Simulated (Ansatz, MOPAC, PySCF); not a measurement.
Noncovalent pair: CH5N (SMILES CN) (first 7 atoms) with H4OSi (SMILES O[SiH3]); geometry from B3LYP-D3(BJ)/def2-TZVP, rigid monomers moved along the line of their centres of mass till N2···H10 is 2.07 Å.
(charge 0, multiplicity 1):
| atom | x (Å) | y (Å) | z (Å) |
|---|---|---|---|
| C | 0.2380 | -0.3606 | -0.1201 |
| N | -0.2685 | 0.9711 | 0.2359 |
| H | -0.4584 | -1.1158 | 0.2446 |
| H | 1.1923 | -0.5243 | 0.3807 |
| H | 0.3809 | -0.5119 | -1.1949 |
| H | -1.1639 | 1.1479 | -0.2046 |
| H | 0.3660 | 1.6961 | -0.0786 |
| O | -0.5256 | 0.9929 | 3.2809 |
| Si | -0.0883 | -0.3882 | 4.0360 |
| H | -0.4589 | 1.0324 | 2.2944 |
| H | -0.9067 | -1.5555 | 3.6045 |
| H | -0.2738 | -0.1891 | 5.4903 |
| H | 1.3340 | -0.7493 | 3.7803 |

Monomers are frozen at their geometry in the pair; levels with a basis set take the counterpoise correction. Rows marked so take none.

Rows in 6-31G* carry no dispersion term and start afresh at each structure (6-31G* with six Cartesian d functions). The state that PM7 reach isn't checked; PM7 holds dispersion and hydrogen-bond terms.

Programs: Ansatz (an electronic-structure program); MOPAC for PM7 (differences of heats of formation); PySCF for 6-31G* rows, the dispersion terms. Values without a source in brackets are computed.

One of these levels gives -7.48 kcal/mol for the interaction energy. Which one is it?
A. PBE/def2-TZVPPD
B. PM7
C. PBE-D3(BJ)/def2-TZVPPD
D. M06-2X/6-31G* (no counterpoise)

B, PM7. The others give -9.28 (PBE/def2-TZVPPD), -10.58 (PBE-D3(BJ)/def2-TZVPPD), -11.91 (M06-2X/6-31G* (no counterpoise))
